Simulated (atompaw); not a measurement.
# Scattering properties, PAW (atompaw) potential for Os (Z = 76)

```json
{
 "Element": "Os",
 "Generator": "atompaw 4.2.0.5",
 "Type": "PAW",
 "Functional": "PBE",
 "Relativity": "scalar-relativistic",
 "Frozen core": "[Xe] 4f14",
 "Valence charge": "8",
 "Reference configuration": "5d5 6s0 6p0 (charge +3)",
 "Partial waves": "6s (bound, empty): rc 2.85 bohr; 6s channel at -1.1 Ry: rc 2.85 bohr; 6p (bound, empty): rc 2.85 bohr; 6p channel at -0.9 Ry: rc 2.85 bohr; 5d (bound): rc 2.60 bohr; 5d channel at 1.7 Ry: rc 2.60 bohr",
 "Local potential": "bessel scheme, radius 2.05 bohr",
 "Core correction": "smooth core density matched at 1.75 bohr",
 "Augmentation charge": "sinc compensation charge, radius 2.40 bohr; PAW radius 2.85 bohr; waves and projectors: custom rrkj gramschmidtortho"
}
```

The phase is arctan(r·u′/u) with u = r·R(r), unwrapped; energies in Ry, scanned from -5 to 5 Ry. A pole is an energy at which the radial function vanishes at the test radius. The pseudo phase is shifted by a multiple of π to meet the all-electron one at the reference energy, and phase errors are pseudo minus all-electron; the curves can meet again beyond the range given. Levels narrower than the energy grid can be missing from the lists of poles.

| channel | radius (bohr) | reference energy (Ry) | poles, all-electron | poles, pseudo | unbroken range about the reference energy with phases within 0.05 rad | phase error 1 Ry above the reference energy (rad) |
| --- | --- | --- | --- | --- | --- | --- |
| s | 2.87 | -2.24 | -1.04 | -1.04, 1.20 | below 0.7 | -0.000 |
| p | 2.87 | -1.62 | 0.39 | 0.38, 3.12 | below 1.8 | -0.000 |
| d | 2.87 | -2.57 | -2.37, 2.86 | -2.36, 2.95 | below -0.8 | +0.018 |

Phases in the s channel:

| E (Ry) | all-electron | pseudo |
| --- | --- | --- |
| -5.00 | 1.337 | 1.336 |
| -4.52 | 1.305 | 1.304 |
| -4.04 | 1.255 | 1.255 |
| -3.56 | 1.165 | 1.165 |
| -3.08 | 0.948 | 0.947 |
| -2.60 | 0.074 | 0.073 |
| -2.12 | -1.128 | -1.128 |
| -1.64 | -1.433 | -1.433 |
| -1.16 | -1.551 | -1.551 |
| -0.68 | -1.621 | -1.622 |
| -0.20 | -1.678 | -1.679 |
| 0.28 | -1.734 | -1.741 |
| 0.76 | -1.806 | -1.859 |
| 1.24 | -1.919 | -4.771 |
| 1.72 | -2.159 | -5.029 |
| 2.20 | -2.884 | -5.319 |
| 2.68 | -3.952 | -6.174 |
| 3.16 | -4.338 | -7.184 |
| 3.64 | -4.486 | -7.514 |
| 4.12 | -4.564 | -7.647 |
| 4.60 | -4.613 | -7.720 |
